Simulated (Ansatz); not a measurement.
Born–Oppenheimer molecular dynamics of CH$_{4}$ClGa (7 atoms, charge 0, multiplicity 1). It goes on from the last frame of an earlier run, with new velocities.

Theory: RKS B3LYP/def2-SVP in Ansatz.

```yaml
ensemble: NVT, Nosé–Hoover chain
time_step: 0.5 fs
steps_asked: 150
set_temperature: 300 K
thermostat: time constant 100 fs, chain length 3 (defaults)
seed: 690359
```

First frame:

```xyz
7
Properties=species:S:1:pos:R:3
Ga 0.058 -0.006 0.028
C 0.006 0.000 1.972
H -1.045 -0.117 2.416
H 0.647 -0.818 2.317
H 0.493 0.922 2.446
H 1.205 0.211 -0.908
Cl -1.852 -0.009 -1.060
```

Question: What does the run give?

Answer: All steps were run.

```json
{
  "steps done": "150",
  "time covered": "75 fs",
  "mean temperature over the second half": "270 K",
  "spread of the potential energy over the second half": "6.6 meV per atom",
  "mean potential energy of the second half above the start": "3.5 meV per atom"
}
```

The conserved energy stayed within 0.16 meV per atom of its start (net change -0.15 meV per atom), so the integration is sound. The mean temperature of the second half is 10 % below the set value. A run of 0.075 ps of so small a system gives no equilibrium averages.

Question: What happens to the structure?

Answer: The same pairs are bonded in the first frame and the last. Pairs count as bonded within 1.25 times the sum of covalent radii (0.12 Å more for H–H). Another seed would give other details.

Question: How do temperature and energy run in time?

Answer: 
```json
{"time (fs)": "0.0", "T (K)": "300", "potential energy less start (eV)": "0.000", "conserved less start (meV/atom)": "0.00"}
{"time (fs)": "3.5", "T (K)": "320", "potential energy less start (eV)": "-0.013", "conserved less start (meV/atom)": "-0.01"}
{"time (fs)": "7.0", "T (K)": "385", "potential energy less start (eV)": "-0.056", "conserved less start (meV/atom)": "-0.14"}
{"time (fs)": "10.5", "T (K)": "171", "potential energy less start (eV)": "0.083", "conserved less start (meV/atom)": "0.06"}
{"time (fs)": "14.0", "T (K)": "273", "potential energy less start (eV)": "0.017", "conserved less start (meV/atom)": "-0.04"}
{"time (fs)": "17.5", "T (K)": "229", "potential energy less start (eV)": "0.045", "conserved less start (meV/atom)": "-0.10"}
{"time (fs)": "21.0", "T (K)": "208", "potential energy less start (eV)": "0.060", "conserved less start (meV/atom)": "-0.01"}
{"time (fs)": "24.5", "T (K)": "300", "potential energy less start (eV)": "0.000", "conserved less start (meV/atom)": "-0.02"}
{"time (fs)": "28.0", "T (K)": "272", "potential energy less start (eV)": "0.019", "conserved less start (meV/atom)": "-0.03"}
{"time (fs)": "31.5", "T (K)": "386", "potential energy less start (eV)": "-0.055", "conserved less start (meV/atom)": "-0.05"}
{"time (fs)": "35.0", "T (K)": "303", "potential energy less start (eV)": "0.000", "conserved less start (meV/atom)": "0.02"}
{"time (fs)": "38.5", "T (K)": "333", "potential energy less start (eV)": "-0.020", "conserved less start (meV/atom)": "-0.11"}
{"time (fs)": "42.0", "T (K)": "206", "potential energy less start (eV)": "0.063", "conserved less start (meV/atom)": "0.01"}
{"time (fs)": "45.5", "T (K)": "120", "potential energy less start (eV)": "0.119", "conserved less start (meV/atom)": "0.07"}
{"time (fs)": "49.0", "T (K)": "341", "potential energy less start (eV)": "-0.024", "conserved less start (meV/atom)": "-0.13"}
{"time (fs)": "52.5", "T (K)": "189", "potential energy less start (eV)": "0.076", "conserved less start (meV/atom)": "0.10"}
{"time (fs)": "56.0", "T (K)": "360", "potential energy less start (eV)": "-0.035", "conserved less start (meV/atom)": "-0.03"}
{"time (fs)": "59.5", "T (K)": "395", "potential energy less start (eV)": "-0.056", "conserved less start (meV/atom)": "-0.07"}
{"time (fs)": "63.0", "T (K)": "218", "potential energy less start (eV)": "0.060", "conserved less start (meV/atom)": "0.12"}
{"time (fs)": "66.5", "T (K)": "311", "potential energy less start (eV)": "0.000", "conserved less start (meV/atom)": "-0.03"}
{"time (fs)": "70.0", "T (K)": "237", "potential energy less start (eV)": "0.049", "conserved less start (meV/atom)": "-0.02"}
{"time (fs)": "73.5", "T (K)": "242", "potential energy less start (eV)": "0.046", "conserved less start (meV/atom)": "0.05"}
```

Time of the run: 16 min on 2 threads of Intel(R) Xeon(R) Processor @ 2.50GHz (Skylake/Cascade Lake), with other jobs on the host, peak memory 0.18 GiB.
